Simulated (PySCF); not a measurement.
**How the method changes the constants of CaGa⁺**

State: ¹Σ⁺ (singlet), closed shell. Set-up: Ca pcseg-1, Ga pcseg-1; no relativity (PySCF 2.14). De refers to Ca + Ga⁺ in their ground configurations, without counterpoise correction. A positive dipole points towards Ga; it is taken about the centre of mass and depends on that origin.

```json
{"Level": "RHF-MP2", "Re (Å)": "3.541", "ωe (cm⁻¹)": "126", "De (eV)": "1.28", "μ (D)": "n/a", "CPU s a point (SCF and correlation, without the integrals)": "0.1"}
{"Level": "RHF-SCS-MP2", "Re (Å)": "3.566", "ωe (cm⁻¹)": "122", "De (eV)": "1.23", "μ (D)": "n/a", "CPU s a point (SCF and correlation, without the integrals)": "n/a"}
{"Level": "RHF-CCSD", "Re (Å)": "3.547", "ωe (cm⁻¹)": "125", "De (eV)": "1.29", "μ (D)": "n/a", "CPU s a point (SCF and correlation, without the integrals)": "n/a"}
{"Level": "RHF-CCSD(T)", "Re (Å)": "3.544", "ωe (cm⁻¹)": "125", "De (eV)": "1.35", "μ (D)": "n/a", "CPU s a point (SCF and correlation, without the integrals)": "0.91"}
{"Level": "PBE", "Re (Å)": "3.487", "ωe (cm⁻¹)": "121", "De (eV)": "1.67", "μ (D)": "-5.94", "CPU s a point (SCF and correlation, without the integrals)": "0.48"}
{"Level": "r²SCAN", "Re (Å)": "3.448", "ωe (cm⁻¹)": "129", "De (eV)": "1.74", "μ (D)": "-6.79", "CPU s a point (SCF and correlation, without the integrals)": "0.65"}
{"Level": "M06-L", "Re (Å)": "3.524", "ωe (cm⁻¹)": "116", "De (eV)": "1.42", "μ (D)": "-5.00", "CPU s a point (SCF and correlation, without the integrals)": "0.72"}
{"Level": "PBE0", "Re (Å)": "3.479", "ωe (cm⁻¹)": "126", "De (eV)": "1.58", "μ (D)": "-6.35", "CPU s a point (SCF and correlation, without the integrals)": "1.1"}
{"Level": "r²SCAN0", "Re (Å)": "3.453", "ωe (cm⁻¹)": "131", "De (eV)": "1.63", "μ (D)": "-6.81", "CPU s a point (SCF and correlation, without the integrals)": "0.76"}
{"Level": "B2PLYP", "Re (Å)": "3.517", "ωe (cm⁻¹)": "121", "De (eV)": "1.40", "μ (D)": "-6.13", "CPU s a point (SCF and correlation, without the integrals)": "0.46"}
```

(1) Which functional lies closest to RHF-CCSD(T) in De, which farthest, and by how much do they differ from it?

(2) What does the step from GGA to meta-GGA do here, going from PBE to r²SCAN?

(3) What does a quarter of exact exchange do here, going from r²SCAN to r²SCAN0?

Correlated steps freeze 14 core orbitals. Closed-shell solutions of metal pairs were not tested for spin polarisation, which can lower them a little. Correlated levels converge slowly with the basis: in double zeta they bind strong bonds too weakly, by up to about 1 eV, and carry superposition errors of some tenths. For an ion De counts to the pair picked by the measured ionisation energies or electron affinities, which need not be the lowest pair at this level. B2PLYP dipoles, levels and charges come from its SCF part alone.

The whole job (state search and all levels along the bond) took about 1.7 min on 1 thread of Intel Xeon @ 2.60GHz (shared host), peak memory 0.62 GiB.

Answers

(1) Closest is B2PLYP (-2.7 pm in Re, -3.2 % in ωe, +0.05 eV in De against RHF-CCSD(T) in the same basis), farthest r²SCAN (-9.6 pm in Re, +3.2 % in ωe, +0.39 eV in De). CCSD(T) converges more slowly with the basis than the functionals do and binds too weakly in this one, so the order can change at the basis-set limit.

(2) r²SCAN less PBE: -3.9 pm in Re, +6.6 % in ωe, +0.07 eV in De. 

(3) r²SCAN0 less r²SCAN: +0.5 pm in Re, +1.6 % in ωe, -0.11 eV in De. Exact exchange removes part of the self-interaction that spreads semilocal densities, and in most molecules shortens and stiffens the bond and lowers De; here Re goes the other way.
